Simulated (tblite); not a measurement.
Compound: C5H7F3OSi.
Numbering: `[CH3:1][O:2][Si@@H:3]1[CH2:4][C:5]([CH:6]([F:7])[F:8])=[C:9]1[F:10]` (hydrogens: H11, H12, H13 on C1; H14 on Si3; H15, H16 on C4; H17 on C6)

Computed with GFN2-xTB (tblite), gas phase: L-BFGS steps from a force-field or distance-geometry start until the largest atomic force falls under 0.01 eV/Å.

The end geometry, which sets the zero of energy:
```
atom  x, y, z in Å
C1     -3.2256    0.7854   -0.1746
O2     -2.0964    0.0796    0.2661
Si3    -0.7712   -0.4087   -0.4983
C4      0.4661   -1.1948    0.7321
C5      1.4515   -0.1030    0.3907
C6      2.8383    0.0073    0.9230
F7      2.8459    0.0259    2.2835
F8      3.5854   -1.0753    0.5675
C9      0.7969    0.6825   -0.4667
F10     1.2842    1.7980   -1.0472
H11    -3.6359    0.3333   -1.0787
H12    -3.9692    0.7494    0.6213
H13    -2.9681    1.8248   -0.3837
H14    -1.0121   -1.0263   -1.7959
H15     0.8475   -2.1836    0.4907
H16     0.1912   -1.1898    1.7842
H17     3.3646    0.9074    0.5695
```

**Question.** These geometries come from the run, each turned onto the end geometry. Order them by energy, lowest first.
A.
```
atom  x, y, z in Å
C1     -2.9986    0.9160   -0.2227
O2     -2.2200   -0.1082    0.3785
Si3    -0.8792   -0.6393   -0.3610
C4      0.4972   -1.3714    0.7354
C5      1.3859   -0.1385    0.4171
C6      2.8069    0.1450    0.9122
F7      2.8903    0.0495    2.2672
F8      3.7034   -0.7615    0.4285
C9      0.5804    0.5720   -0.3845
F10     0.7263    1.7600   -1.0033
H11    -3.3520    0.6007   -1.2101
H12    -3.8664    1.1131    0.4021
H13    -2.4223    1.8442   -0.3024
H14    -1.1101   -1.3083   -1.6471
H15     0.8703   -2.3241    0.3661
H16     0.2073   -1.4922    1.7757
H17     3.1738    1.1552    0.6317
```
B.
```
atom  x, y, z in Å
C1     -3.1690    0.8234   -0.1471
O2     -2.0703    0.0525    0.2619
Si3    -0.7786   -0.4802   -0.5312
C4      0.4656   -1.2280    0.7158
C5      1.4303   -0.1169    0.3743
C6      2.7939    0.0535    0.9496
F7      2.7680   -0.0136    2.3078
F8      3.6249   -0.9510    0.5509
C9      0.7840    0.6204   -0.5308
F10     1.2609    1.7243   -1.1426
H11    -3.5920    0.4326   -1.0738
H12    -3.9162    0.7797    0.6451
H13    -2.8688    1.8613   -0.3022
H14    -1.0604   -1.1210   -1.8086
H15     0.8766   -2.2069    0.4827
H16     0.1818   -1.2274    1.7652
H17     3.2623    1.0094    0.6665
```
C.
```
atom  x, y, z in Å
C1     -3.1001    0.8775   -0.1656
O2     -2.1529   -0.0962    0.1924
Si3    -0.8030   -0.5969   -0.5208
C4      0.4704   -1.2769    0.7370
C5      1.3793   -0.1147    0.4077
C6      2.7576    0.1048    0.9379
F7      2.8085   -0.0177    2.2914
F8      3.6162   -0.8394    0.4524
C9      0.6915    0.5934   -0.4910
F10     1.1132    1.7300   -1.0840
H11    -3.5687    0.6355   -1.1210
H12    -3.8611    0.9021    0.6145
H13    -2.6303    1.8602   -0.2406
H14    -1.0100   -1.3126   -1.7683
H15     0.9347   -2.2271    0.4877
H16     0.1828   -1.3042    1.7848
H17     3.1650    1.0943    0.6688
```
D.
```
atom  x, y, z in Å
C1     -3.1328    0.8319   -0.1418
O2     -2.1009   -0.0380    0.2408
Si3    -0.7840   -0.5241   -0.5418
C4      0.4620   -1.2381    0.7221
C5      1.4147   -0.1204    0.3692
C6      2.7753    0.0709    0.9449
F7      2.7580   -0.0308    2.3003
F8      3.6386   -0.8944    0.5207
C9      0.7566    0.6086   -0.5349
F10     1.2173    1.7217   -1.1419
H11    -3.5820    0.5149   -1.0841
H12    -3.8851    0.8170    0.6465
H13    -2.7452    1.8447   -0.2603
H14    -1.0532   -1.1637   -1.8232
H15     0.8792   -2.2196    0.5159
H16     0.1628   -1.2151    1.7679
H17     3.2118    1.0464    0.6830
```
E.
```
atom  x, y, z in Å
C1     -3.0508    0.9028   -0.2019
O2     -2.1846   -0.1060    0.2694
Si3    -0.8350   -0.6275   -0.4354
C4      0.4982   -1.3339    0.7399
C5      1.3603   -0.1326    0.4112
C6      2.7408    0.1261    0.9123
F7      2.8185    0.0197    2.2666
F8      3.6042   -0.8042    0.4110
C9      0.6263    0.5919   -0.4368
F10     0.9921    1.7649   -0.9930
H11    -3.4496    0.6296   -1.1829
H12    -3.8734    1.0170    0.5093
H13    -2.5010    1.8441   -0.2813
H14    -1.0934   -1.3191   -1.6810
H15     0.9604   -2.2757    0.4500
H16     0.2692   -1.4114    1.7989
H17     3.1109    1.1265    0.6270
```

**Answer.** B (0.005 eV), D (0.010 eV), C (0.025 eV), E (0.052 eV), A (0.255 eV).

In the order of the answer:

| step | E above end (eV) | largest force (eV/Å) | rms force component (eV/Å) | rms distance from end (Å) | rms bond change (Å) | bond most changed (Å) |
| --- | --- | --- | --- | --- | --- | --- |
| 63 | 0.005 | 0.03 | 0.010 | 0.093 | 0.000 | O2–Si3 +0.001 |
| 49 | 0.010 | 0.04 | 0.017 | 0.139 | 0.001 | Si3–C9 +0.001 |
| 26 | 0.025 | 0.09 | 0.031 | 0.205 | 0.002 | Si3–H14 -0.004 |
| 17 | 0.052 | 0.22 | 0.071 | 0.263 | 0.004 | Si3–H14 -0.009 |
| 1 | 0.255 | 0.69 | 0.207 | 0.325 | 0.017 | C4–C5 +0.043 |

What follows is the cost of the whole relaxation. On one thread, Arm Neoverse N1 (aarch64), on a shared host, this took 1.2 s of wall time.
